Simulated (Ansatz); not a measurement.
Reaction (redistribution): `C=NBCCl` + `C[SiH2]Br` → `C=NBC` + `ClC[SiH2]Br`

Gas-phase electronic energies from Ansatz, PBE0-D4/def2-TZVP geometries. CBS: MP2 limit from def2 TZ/QZ plus the TZ coupled-cluster correction, frozen cores. Functionals use def2-TZVPP. For Br outer-core shells are correlated without core-valence functions, which leaves a few kJ/mol of doubt a bond. Scalar relativity is left out up to krypton. One conformer a species, not always the lowest.

| level | ΔE (kJ/mol) |
| --- | --- |
| PBE-D4 | 16.7 |
| r2SCAN-D4 | 19.0 |
| ωB97X-V | 18.9 |
| B2PLYP | 18.7 |
| r2SCAN | 19.0 |
| MP2/def2-TZVPP | 18.6 |
| SCS-MP2/def2-TZVPP | 18.5 |
| CCSD/CBS(def2) | 18.9 |

(1) What does CCSD(T)/CBS give? (Best estimate.)

Largest T1 diagnostic among the species: 0.014.

Answers

(1) Computed: +18.7 kJ/mol. The listed levels differ from it by -2.0, 0.3, 0.2, 0.0, 0.3, -0.1, -0.2, 0.2 kJ/mol.
